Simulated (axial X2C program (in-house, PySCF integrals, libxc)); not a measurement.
## Potential curves of TeCl, with spin–orbit coupling

Computed with an in-house all-electron X2C program for linear molecules (integrals from PySCF). Two-component (2c) means X2C with spin–orbit coupling and atomic mean-field two-electron Coulomb and Gaunt terms. Basis: Te dyall-cv3z [11s12p8d4f1g], Cl dyall-av3z [9s8p3d2f] (cores contracted in-house); Gaussian nuclei, density fitting, unrestricted open shells. Masses: Te 129.906 u, Cl 34.969 u.

State: Ω = 3/2 (⟨Sz⟩ = 0.51, ⟨Lz⟩ = 0.99 at B97-3). Energies in cm⁻¹ from the fragments at the same level (Te + Cl). Fits are polynomials in 1 − R0/R over 0.85 to 1.23 times the lowest point R0.

```json
{"R (Å)": "2.0332", "B97-3": "-12763", "PBE0": "-14147"}
{"R (Å)": "2.1267", "B97-3": "-17964", "PBE0": "-19073"}
{"R (Å)": "2.1968", "B97-3": "-20184", "PBE0": "-21112"}
{"R (Å)": "2.2669", "B97-3": "-21349", "PBE0": "-22119"}
{"R (Å)": "2.3370", "B97-3": "-21730", "PBE0": "-22358"}
{"R (Å)": "2.4188", "B97-3": "-21443", "PBE0": "-21928"}
{"R (Å)": "2.5006", "B97-3": "-20608", "PBE0": "-20969"}
{"R (Å)": "2.6058", "B97-3": "-19017", "PBE0": "-19239"}
{"R (Å)": "2.7343", "B97-3": "-16654", "PBE0": "-16736"}
{"R (Å)": "2.9213", "B97-3": "-13014", "PBE0": "-12937"}
```

The state is a single determinant with fixed occupations, the lowest that a limited PBE0 search found. De is counted from the lowest determinant-based energies of the atoms at the same level, without counterpoise correction. Density functionals use the spin component along the axis (collinear). A 2c atom that is not at its ground J level misses part of its spin–orbit lowering, and De is too large by that part (0.04 eV or less for light atoms). This holds for PBE0. Without a current term, density functionals place determinants with orbital angular momentum somewhat too high.

Problem. Fit the B97-3 curve near its minimum: give the equilibrium distance, the harmonic wavenumber and the well depth.

Solution. At B97-3, 2c: Re = 2.344 Å, ωe ≈ 375 cm⁻¹, De = 2.69 eV to Te + Cl; Be follows as 0.111 cm⁻¹.

Problem. Fit the PBE0 curve near its minimum: give the equilibrium distance, the harmonic wavenumber and the well depth.

Solution. At PBE0, 2c: Re = 2.328 Å, ωe ≈ 383 cm⁻¹, De = 2.77 eV to Te + Cl; Be follows as 0.113 cm⁻¹.
